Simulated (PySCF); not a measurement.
Isomers of C7H10N2, mass 122.084 u with the commonest isotopes. Level of theory: PBE0/pcSseg-1 in PySCF (dipole) on a GFN2-xTB geometry, gas phase. One conformer each, none proved a minimum here; rigid rotors.

Question: Order these by dipole moment, smallest first.
A. `[CH3:1][CH2:2][NH:3][c:4]1[cH:5][cH:6][cH:7][cH:8][n:9]1` with C1–C2–N3–C4 -85°, C2–N3–C4–C5 167°
B. `[CH3:1][c:2]1[nH:3][n:4][cH:5][c:6]1[CH:7]1[CH2:8][CH2:9]1` with C5–C6–C7–C8 86°
C. `[CH2:1]=[CH:2][CH2:3][n:4]1[n:5][cH:6][cH:7][c:8]1[CH3:9]` with C1–C2–C3–N4 -127°, C2–C3–N4–N5 -103°
D. `[CH2:1]=[CH:2][c:3]1[cH:4][cH:5][n:6][n:7]1[CH2:8][CH3:9]` with C1–C2–C3–C4 8°, N6–N7–C8–C9 -98°
E. `[CH3:1][CH2:2][c:3]1[cH:4][c:5]([CH3:6])[cH:7][n:8][n:9]1` with C1–C2–C3–C4 81°
F. `[CH3:1][N:2]([NH2:3])[c:4]1[cH:5][cH:6][cH:7][cH:8][cH:9]1` with C1–N2–N3–H 132° and -108°, C1–N2–C4–C5 -13° (1-methyl-1-phenylhydrazine)
G. `[NH2:1][CH2:2][c:3]1[cH:4][cH:5][cH:6][c:7]([NH2:8])[cH:9]1` with H–N1–C2–C3 -58° and 59°, N1–C2–C3–C4 -89°

Answer: F (0.84 D), A (1.86 D), D (2.16 D), G (2.55 D), C (2.67 D), B (2.83 D), E (4.43 D).

Question: Order these by rotational constant B, largest first.
A. `[NH2:1][CH2:2][c:3]1[cH:4][cH:5][cH:6][c:7]([NH2:8])[cH:9]1` with H–N1–C2–C3 -58° and 59°, N1–C2–C3–C4 -89°
B. `[CH3:1][c:2]1[nH:3][n:4][cH:5][c:6]1[CH:7]1[CH2:8][CH2:9]1` with C5–C6–C7–C8 86°
C. `[CH2:1]=[CH:2][c:3]1[cH:4][cH:5][n:6][n:7]1[CH2:8][CH3:9]` with C1–C2–C3–C4 8°, N6–N7–C8–C9 -98°
D. `[CH3:1][N:2]([NH2:3])[c:4]1[cH:5][cH:6][cH:7][cH:8][cH:9]1` with C1–N2–N3–H 132° and -108°, C1–N2–C4–C5 -13°
E. `[CH3:1][CH2:2][NH:3][c:4]1[cH:5][cH:6][cH:7][cH:8][n:9]1` with C1–C2–N3–C4 -85°, C2–N3–C4–C5 167°
F. `[CH2:1]=[CH:2][CH2:3][n:4]1[n:5][cH:6][cH:7][c:8]1[CH3:9]` with C1–C2–C3–N4 -127°, C2–C3–N4–N5 -103°
G. `[CH3:1][CH2:2][c:3]1[cH:4][c:5]([CH3:6])[cH:7][n:8][n:9]1` with C1–C2–C3–C4 81°

Answer: C (1677 MHz), B (1337 MHz), F (1267 MHz), D (1233 MHz), G (1201 MHz), A (1177 MHz), E (1061 MHz).

Question: Order these by out-of-plane moment Σ m c² = (Ia + Ib − Ic)/2, largest first.
A. `[CH2:1]=[CH:2][c:3]1[cH:4][cH:5][n:6][n:7]1[CH2:8][CH3:9]` with C1–C2–C3–C4 8°, N6–N7–C8–C9 -98°
B. `[CH2:1]=[CH:2][CH2:3][n:4]1[n:5][cH:6][cH:7][c:8]1[CH3:9]` with C1–C2–C3–N4 -127°, C2–C3–N4–N5 -103°
C. `[CH3:1][N:2]([NH2:3])[c:4]1[cH:5][cH:6][cH:7][cH:8][cH:9]1` with C1–N2–N3–H 132° and -108°, C1–N2–C4–C5 -13° (1-methyl-1-phenylhydrazine)
D. `[CH3:1][CH2:2][c:3]1[cH:4][c:5]([CH3:6])[cH:7][n:8][n:9]1` with C1–C2–C3–C4 81°
E. `[NH2:1][CH2:2][c:3]1[cH:4][cH:5][cH:6][c:7]([NH2:8])[cH:9]1` with H–N1–C2–C3 -58° and 59°, N1–C2–C3–C4 -89°
F. `[CH3:1][CH2:2][NH:3][c:4]1[cH:5][cH:6][cH:7][cH:8][n:9]1` with C1–C2–N3–C4 -85°, C2–N3–C4–C5 167°
G. `[CH3:1][c:2]1[nH:3][n:4][cH:5][c:6]1[CH:7]1[CH2:8][CH2:9]1` with C5–C6–C7–C8 86°

Answer: F (26.28 u·Å²), B (24.53 u·Å²), D (21.76 u·Å²), E (20.21 u·Å²), A (19.89 u·Å²), G (18.15 u·Å²), C (3.58 u·Å²).

```csv
SMILES,point group,Ia (u·Å²),Ib (u·Å²),Ic (u·Å²),κ,μa (D),μb (D),μc (D)
CN(N)c1ccccc1,C1,140.79,409.88,543.52,-0.77,0.67,0.43,0.27
C=Cc1ccnn1CC,C1,240.25,301.35,501.83,0.22,0.72,2.04,0.09
Cc1[nH]ncc1C1CC1,C1,173.77,378.05,515.52,-0.63,0.02,2.83,0.04
CCc1cc(C)cnn1,C1,165.52,420.71,542.73,-0.75,1.26,4.25,0.21
CCNc1ccccn1,C1,126.32,476.28,550.04,-0.91,0.47,1.67,0.66
NCc1cccc(N)c1,C1,169.91,429.34,558.84,-0.74,2.45,0.60,0.35
C=CCn1nccc1C,C1,161.78,398.89,511.61,-0.74,1.70,2.04,0.27
```
